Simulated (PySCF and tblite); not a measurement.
The numbers below are computed, except where a source is named.
C3H8O3SSi, numbered as in [CH3:1][S:2](=[O:3])(=[O:4])[CH2:5][C:6](=[O:7])[SiH3:8].

Free energies: CAM-B3LYP-D3(BJ)/pcSseg-1 (IEF-PCM, cyclohexane) on GFN2-xTB structures plus GFN2-xTB thermal terms, symmetry and mirror images included. Conformers within 2.5 kcal/mol (GFN2-xTB free energy) were kept, 4 at most. GIAO shieldings: CAM-B3LYP/pcSseg-1 (IEF-PCM, cyclohexane). Shifts are against TMS (¹H), TMS (¹³C), TMS (²⁹Si) at the same level. Codes: tblite and PySCF.

(1) List the conformer-averaged shifts at 298.15 K.

(2) How do the conformers differ?

(3) Which signal moves most, for its nucleus, between 250 and 350 K through the change of populations alone?

Unscaled ²⁹Si shifts at such levels can be off by tens of ppm; differences between conformers or isomers are more reliable. Shifts are unscaled: against experiment ¹³C can be off by 15 ppm or more and ¹H by 0.8 ppm.

Answers

(1) ¹H: 4.11 (H8, 3H), 4.08 (H5, 2H), 2.82 (H1, 3H) ppm. ¹³C: 251.5 (C6), 73.6 (C5), 46.8 (C1) ppm. ²⁹Si: -84.5 (Si8) ppm.

(2) Torsions listed: O3–S2–C5–C6, S2–C5–C6–Si8. Of a mirror pair one member is shown.
```tsv
conformer	shape	weight %
1	-168°, 77°	84.7
2	-37°, 66°	15.3
```

| signal | 1 | 2 | average |
| --- | --- | --- | --- |
| H1 | 2.79 | 2.99 | 2.82 |
| H5 | 4.11 | 3.92 | 4.08 |
| H8 | 4.12 | 4.08 | 4.11 |
| C1 | 45.5 | 53.8 | 46.8 |
| C5 | 73.5 | 73.7 | 73.6 |
| C6 | 252.7 | 244.9 | 251.5 |
| Si8 | -83.6 | -89.5 | -84.5 |

(3) C1: 46.4 ppm at 250 K, 46.8 ppm at 298.15 K, 47.1 ppm at 350 K.


Conformer gaps in pcSseg-1 on xTB geometries can be 2 kcal/mol off for S=O, P=O and other polar bonds.